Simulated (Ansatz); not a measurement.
Cartesian coordinates in Å:
```
F -1.894 0.128 -0.339
C -0.602 0.504 -0.455
Si 0.566 -0.601 0.586
Cl -0.467 2.191 0.060
Br -0.103 0.340 -2.338
H 1.942 -0.106 0.368
H 0.156 -0.461 2.004
H 0.401 -1.995 0.115
```

Total charge 0; spin multiplicity 1.

**Question.** List the PBE/def2-TZVPP orbital energies in eV (Ansatz 0.2.0). (Best estimate.)

**Answer.** Computed: Occupied: -13089.39, -2739.71, -1780.24, -1682.51, -1516.91, -1516.80, -1516.80, -661.21, -274.00, -250.26, -229.30, -191.03, -190.74, -190.74, -171.56, -171.22, -171.21, -138.02, -94.77, -94.72, -94.72, -68.19, -68.11, -68.10, -67.85, -67.85, -31.60, -22.21, -20.04, -16.51, -14.37, -12.99, -12.59, -11.83, -9.77, -9.36, -9.09, -8.95, -8.26, -7.59, -7.23, -7.13. Lowest empty: -2.13, -0.97, -0.47, -0.21, 0.46, 0.72, 1.15, 3.06.
